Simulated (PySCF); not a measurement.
C6H14Si2.
Numbering: `[CH2:1]1[CH2:2][Si@H:3]2[CH2:4][CH2:5][Si@@H:6]1[CH2:7][CH2:8]2` (hydrogens: H9, H10 on C1; H11, H12 on C2; H13 on Si3; H14, H15 on C4; H16, H17 on C5; H18 on Si6; H19, H20 on C7; H21, H22 on C8)

The same species was optimised twice, with GFN2-xTB and with PBE0-D3(BJ)/def2-SVP (PySCF), and the same property calculations (PySCF, gas phase) were run on both structures.

```json
{"coordinate": "C1–C2 (Å)", "GFN2-xTB": "1.538", "PBE0-D3(BJ)/def2-SVP": "1.552", "change": "+0.014"}
{"coordinate": "C7–C8 (Å)", "GFN2-xTB": "1.538", "PBE0-D3(BJ)/def2-SVP": "1.552", "change": "+0.014"}
{"coordinate": "C4–C5 (Å)", "GFN2-xTB": "1.538", "PBE0-D3(BJ)/def2-SVP": "1.552", "change": "+0.014"}
{"coordinate": "Si3–C4 (Å)", "GFN2-xTB": "1.911", "PBE0-D3(BJ)/def2-SVP": "1.900", "change": "-0.011"}
{"coordinate": "C1–Si6 (Å)", "GFN2-xTB": "1.910", "PBE0-D3(BJ)/def2-SVP": "1.900", "change": "-0.010"}
{"coordinate": "Si6–C7 (Å)", "GFN2-xTB": "1.911", "PBE0-D3(BJ)/def2-SVP": "1.900", "change": "-0.011"}
{"coordinate": "C2–Si3 (Å)", "GFN2-xTB": "1.910", "PBE0-D3(BJ)/def2-SVP": "1.900", "change": "-0.010"}
{"coordinate": "C5–Si6 (Å)", "GFN2-xTB": "1.911", "PBE0-D3(BJ)/def2-SVP": "1.901", "change": "-0.010"}
{"coordinate": "Si3–C8 (Å)", "GFN2-xTB": "1.910", "PBE0-D3(BJ)/def2-SVP": "1.900", "change": "-0.010"}
{"coordinate": "C1–C2–Si3 (°)", "GFN2-xTB": "110.0", "PBE0-D3(BJ)/def2-SVP": "110.4", "change": "+0.4"}
{"coordinate": "Si3–C4–C5 (°)", "GFN2-xTB": "109.9", "PBE0-D3(BJ)/def2-SVP": "110.3", "change": "+0.4"}
{"coordinate": "C2–C1–Si6 (°)", "GFN2-xTB": "110.0", "PBE0-D3(BJ)/def2-SVP": "110.3", "change": "+0.3"}
{"coordinate": "Si3–C8–C7 (°)", "GFN2-xTB": "110.0", "PBE0-D3(BJ)/def2-SVP": "110.3", "change": "+0.3"}
{"coordinate": "Si6–C7–C8 (°)", "GFN2-xTB": "110.0", "PBE0-D3(BJ)/def2-SVP": "110.3", "change": "+0.3"}
{"coordinate": "C4–C5–Si6 (°)", "GFN2-xTB": "110.0", "PBE0-D3(BJ)/def2-SVP": "110.3", "change": "+0.3"}
{"coordinate": "C2–Si3–C8 (°)", "GFN2-xTB": "105.1", "PBE0-D3(BJ)/def2-SVP": "105.3", "change": "+0.2"}
{"coordinate": "C1–Si6–C5 (°)", "GFN2-xTB": "105.1", "PBE0-D3(BJ)/def2-SVP": "105.4", "change": "+0.3"}
```

Rotational constants: A = 1721, B = 1479, C = 1478 MHz (GFN2-xTB) against A = 1733, B = 1470, C = 1469 MHz (PBE0-D3(BJ)/def2-SVP). Point groups within 0.08 Å: D3 and D3. Atoms that the bonding makes alike are paired by their places after alignment.

On the GFN2-xTB structure: HOMO (eV) -7.16 [PBE0/pcSseg-1]; LUMO (eV) 1.10 [PBE0/pcSseg-1]; GIAO shielding of C1 (×6) (mean) (ppm) 182.1 [PBE0/pcSseg-1]; GIAO shielding of Si3/Si6 (mean) (ppm) 382.8 [PBE0/pcSseg-1].

Q: What do these properties become on the PBE0-D3(BJ)/def2-SVP structure?

A: 
| property | level | on GFN2-xTB | on PBE0-D3(BJ)/def2-SVP | change |
| --- | --- | --- | --- | --- |
| HOMO (eV) | PBE0/pcSseg-1 | -7.16 | -7.18 | -0.02 |
| LUMO (eV) | PBE0/pcSseg-1 | 1.10 | 1.02 | -0.08 |
| energy, GFN2-xTB geometry as zero (kcal/mol) | PBE0/pcSseg-1 | 0.0 | -1.2 | -1.2 |
| GIAO shielding of C1 (×6) (mean) (ppm) | PBE0/pcSseg-1 | 182.1 | 179.9 | -2.2 |
| GIAO shielding of Si3/Si6 (mean) (ppm) | PBE0/pcSseg-1 | 382.8 | 379.9 | -2.9 |

The heavy atoms differ by 0.019 Å rms after alignment. Among bonds between heavy atoms C1–C2, C4–C5 and C7–C8 change most and about equally (+0.014 Å). Changes are differences of the printed values. Neither structure is proved a minimum here.
